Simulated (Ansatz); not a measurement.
Species: C2H4Si, SMILES `C=C[SiH]` (C–C–Si–H torsion 179°) (charge 0, multiplicity 1).

**Question.** Give a relaxed geometry from B3LYP-D3(BJ)/def2-TZVP (Ansatz, an electronic-structure program).

**Answer.** Several could match; the one computed here: the end point of this relaxation, one of several conformers (outside a Z-matrix the atoms follow the SMILES, hydrogens last).
Z-matrix (Å, degrees):
```
C
C 1 1.3411
H 2 1.0864 1 123.08
H 2 1.0865 3 115.92 1 179.95
H 1 1.0875 2 117.75 3 -0.06
Si 1 1.8798 5 124.22 2 -179.76
H 6 1.5268 1 96.08 5 0.62
```
